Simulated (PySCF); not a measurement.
Molecule: sum formula SiN₂H₅F₂ (charge +1, singlet). It need not be the lowest isomer of its formula. SMILES: N[Si]([NH3+])(F)F
Coordinates optimised at B3LYP-D3(BJ)/def2-TZVP (Ansatz):
```xyz
10

Si     0.1389    -0.1267     0.0198
F      0.3685    -0.4907    -1.4832
F     -0.6232    -1.2143     0.8447
N     -1.2631     1.1053    -0.1946
N      1.4285     0.5637     0.7837
H     -1.5981     1.4630     0.7038
H     -0.9782     1.9153    -0.7514
H      1.6008     0.4577     1.7735
H      2.2337     0.9194     0.2880
H     -2.0665     0.6813    -0.6686
```
Charge +1, spin multiplicity 1.

Dispersion corrections to the total energy (kcal/mol) from the dftd3 and dftd4 libraries through PySCF: D3(BJ) without and D4 with the three-body term, each with the damping fitted for the functional named.

```csv
functional,D3(BJ),D4
PBE,(withheld),-3.99
revPBE,-10.77,-12.86
BHLYP,-5.81,(withheld)
r2SCAN,-1.16,-0.95
TPSSh,(withheld),-4.89
BP86,-6.67,-5.25
CAM-B3LYP,-3.24,-3.34
```

Problem. Fill in the missing entries.

Solution. 
- PBE, D3(BJ): -4.24
- BHLYP, D4: -4.71
- TPSSh, D3(BJ): -4.86
